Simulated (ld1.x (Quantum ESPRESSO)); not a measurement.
## Reading a pseudo-wave (boron (B))

Columns: radius, all-electron u(r) and pseudo u(r) of the 2p shell (level -25.49 eV) of boron in the configuration [He] 2s1 2p0; PBE, non-relativistic, RRKJ scheme, ld1.x (Quantum ESPRESSO) 7.5.

| r (bohr) | all-electron | pseudo |
| --- | --- | --- |
| 0.118 | 0.0538 | 0.0203 |
| 0.235 | 0.1646 | 0.0783 |
| 0.353 | 0.2914 | 0.1685 |
| 0.470 | 0.4116 | 0.2796 |
| 0.588 | 0.5178 | 0.4017 |
| 0.705 | 0.6040 | 0.5210 |
| 0.822 | 0.6701 | 0.6281 |
| 0.940 | 0.7183 | 0.7155 |
| 1.058 | 0.7506 | 0.7775 |
| 1.175 | 0.7675 | 0.8123 |
| 1.292 | 0.7706 | 0.8223 |
| 1.410 | 0.7616 | 0.8111 |
| 1.528 | 0.7426 | 0.7839 |
| 1.645 | 0.7160 | 0.7465 |
| 1.763 | 0.6835 | 0.7031 |
| 1.880 | 0.6473 | 0.6582 |
| 1.998 | 0.6083 | 0.6132 |
| 2.115 | 0.5685 | 0.5701 |
| 2.232 | 0.5285 | 0.5287 |
| 2.350 | 0.4886 | 0.4886 |
| 2.468 | 0.4499 | 0.4499 |
| 2.585 | 0.4130 | 0.4130 |
| 2.702 | 0.3777 | 0.3777 |
| 2.820 | 0.3441 | 0.3441 |
| 2.938 | 0.3125 | 0.3125 |
| 3.055 | 0.2833 | 0.2833 |

(1) How many radial nodes do the two functions have?

(2) At about which radius was the pseudo-wave matched?

(3) Where does each function peak?

(4) Is the pseudo-wave norm-conserving?

## Answers

(1) The all-electron 2p function has n − l − 1 = 0; the pseudo-wave has 0.

(2) 2.35 bohr. The columns agree to 0.0005 from 2.23 bohr on; several derivatives are matched, so the curves merge somewhat inside the radius.

(3) Outermost all-electron maximum near 1.29 bohr, pseudo maximum near 1.29 bohr (to the table’s step).

(4) Yes: the RRKJ scheme keeps the norm inside the radius equal to the all-electron one, which fixes the energy derivative of the logarithmic derivative at the level.
